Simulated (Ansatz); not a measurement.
Reaction (redistribution): `[BH2][AlH][O]C` + `F[Si](F)(Cl)O[SiH3]` → `B[Si](F)(Cl)O[SiH3]` + `C[O][AlH][F]`

Isolated molecules relaxed with PBE0-D4/def2-TZVP in Ansatz; ΔE leaves out vibrations. CCSD(T)/CBS is the MP2 limit (def2-TZVPP, def2-QZVPP) plus CCSD(T) − MP2 in def2-TZVPP, frozen cores. Functionals use def2-TZVPP. Each species was taken in one conformer, which may not be the lowest.

| level | ΔE (kcal/mol) |
| --- | --- |
| PBE-D4 | -14.8 |
| r2SCAN | -13.5 |
| HF/def2-TZVPP | -10.7 |
| CCSD/def2-TZVPP | -12.5 |
| CCSD(T)/def2-TZVPP | -12.9 |
| MP2/def2-QZVPP | -14.6 |
| SCS-MP2/def2-QZVPP | -14.0 |
| MP2/CBS(def2) | -14.8 |

(1) What does CCSD(T)/CBS give? (Estimate.)

Largest T1 diagnostic among the species: 0.013.

## Answers

(1) The calculation gave: -13.4 kcal/mol. The listed levels differ from it by -1.4, -0.1, 2.7, 0.9, 0.5, -1.2, -0.6, -1.4 kcal/mol.

From PBE to PBE0 (25 % exact exchange), in def2-TZVPP and without D4, ΔE moves by +1.4 kcal/mol. In def2-TZVPP, CCSD(T) changes the Hartree–Fock value by −2.2 kcal/mol (the triples alone add −0.4 kcal/mol) and MP2 by −3.6 kcal/mol.
